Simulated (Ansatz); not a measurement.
Z-matrix (Å, degrees):
```
Si
C 1 1.860
O 1 1.656 2 109.6
N 1 1.711 2 105.7 3 -125.5
Si 1 2.341 2 113.3 3 115.3
C 2 1.331 1 122.7 3 -11.9
H 2 1.090 1 119.0 3 169.9
H 3 0.960 1 116.6 2 -67.6
H 4 1.006 1 122.3 2 27.9
H 4 1.006 1 123.0 2 -170.9
H 5 1.490 1 109.9 2 46.6
H 5 1.491 1 110.6 2 165.4
H 5 1.488 1 111.8 2 -73.8
H 6 1.087 2 121.3 1 0.5
H 6 1.087 2 122.5 1 -179.0
```

Total charge 0; spin multiplicity 1.

**Question.** List the B3LYP/def2-TZVPP orbital energies in eV (Ansatz). (Estimate.)

**Answer.** Ansatz gave: Occupied: -1799.23, -1798.37, -520.34, -389.02, -277.06, -276.58, -143.63, -142.96, -98.98, -98.96, -98.94, -98.28, -98.27, -98.26, -27.23, -23.18, -20.86, -16.11, -15.11, -14.03, -13.57, -13.06, -12.67, -11.21, -10.26, -9.65, -9.26, -9.21, -8.88, -8.05, -7.59, -7.11. Lowest empty: -0.87, 0.42, 0.52, 0.95, 1.34, 1.63, 1.79, 1.90.

B3LYP here is the variant with VWN-RPA as its local correlation; programs differ in this.
